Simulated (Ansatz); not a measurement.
Basis sets compared for SiTe2 (the lowest singlet isomer of a short search). Charge 0, multiplicity 1. Geometry r2SCAN-D4/def2-TZVP. Ansatz on 4 threads of AMD EPYC 9R45 on a shared host; times are rough, and most runs start from earlier orbitals.

```xyz
3

Si    1.0516   -0.1810   -0.8670
Te    0.1895   -0.5665    1.4384
Te   -1.2411    0.7475   -0.5714
```

In the def2 sets Te takes a core potential; there is no spin–orbit coupling. The structure comes from a short search, and lower isomers may exist.

Binding counts from free atoms (Si triplet, Te triplet) in the same basis, without a counterpoise term.

```tsv
level	functions	energy (Eh)	HOMO (eV)	LUMO (eV)	binding per atom (eV)	wall time
PBE-D4/def2-SVP	70	-825.3251	-4.93	-3.47	2.49	0.25 s
PBE-D4/def2-TZVP	137	-825.4485	-4.98	-3.49	2.53	0.45 s
r2SCAN-D4/def2-TZVP (with forces)	137	-825.7768	-5.20	-3.47	2.35	0.9 s
PBE0-D4/def2-SVP	70	-825.3787	-5.87	-2.86	2.31	0.4 s
PBE0-D4/def2-TZVP	137	-825.5010	-5.89	-2.83	2.38	0.65 s
```

Problem. Estimate the rows for PBE-D4/def2-TZVPD, r2SCAN-D4/def2-TZVPD, PBE0-D4/def2-TZVPD.

Solution. 
```csv
level,functions,energy (Eh),HOMO (eV),LUMO (eV),binding per atom (eV),wall time
PBE-D4/def2-TZVPD,161,-825.4495,-5.01,-3.52,2.54,0.6 s
r2SCAN-D4/def2-TZVPD,161,-825.7777,-5.21,-3.49,2.35,1.1 s
PBE0-D4/def2-TZVPD,161,-825.5018,-5.91,-2.86,2.38,0.8 s
```
